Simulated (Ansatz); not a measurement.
Stepwise reaction of `B[Si](O)(F)F` with hydrogen, as a gas-phase model of exchange steps in deposition or etching. ΔE in kJ/mol; ΔG adds harmonic PBE0-D4 terms to CCSD(T)/CBS, at 1 bar.

Program: Ansatz. Geometries: PBE0-D4/def2-TZVP. ΔE: electronic, gas phase. CCSD(T)/CBS is the MP2 limit (def2-TZVPP, def2-QZVPP) plus CCSD(T) − MP2 in def2-TZVPP, frozen cores. This one scheme is used for every species. Functionals use def2-TZVPP. B3LYP here is the variant with VWN-RPA as its local correlation; programs differ in this. One conformer a species, not always the lowest.

```tsv
step	reaction	PBE-D4	B3LYP-D4	ωB97M-V	CCSD(T)/CBS	ΔG(500 K)
2	`B[SiH](O)F` + H₂ → `B[SiH2]O` + H–F	123.9	133.6	133.8	130.6	127.5
```

Task: Give the row of step 1, `B[Si](O)(F)F` + H₂ → `B[SiH](O)F` + H–F. (An estimate is asked.)

Result: Ansatz gave: 
```
step                                  reaction  PBE-D4  B3LYP-D4  ωB97M-V  CCSD(T)/CBS  ΔG(500 K)
   1  `B[Si](O)(F)F` + H₂ → `B[SiH](O)F` + H–F   139.0     149.2    149.8        146.0      146.8
```

Task: By hand: ΔE of the 2 steps together at CCSD(T)/CBS.

Result: (146.0) + (130.6) = 276.6 kJ/mol, or 138.3 kJ/mol a step.

In ΔE each step is lower than the one before. All are uphill at CCSD(T)/CBS. ΔG lies between 127.5 and 146.8 kJ/mol a step. PBE-D4 differs from CCSD(T)/CBS by -7.0 to -6.7 kJ/mol a step. Isolated molecules leave out the surface, adducts and barriers. Largest T1 diagnostic: 0.012.
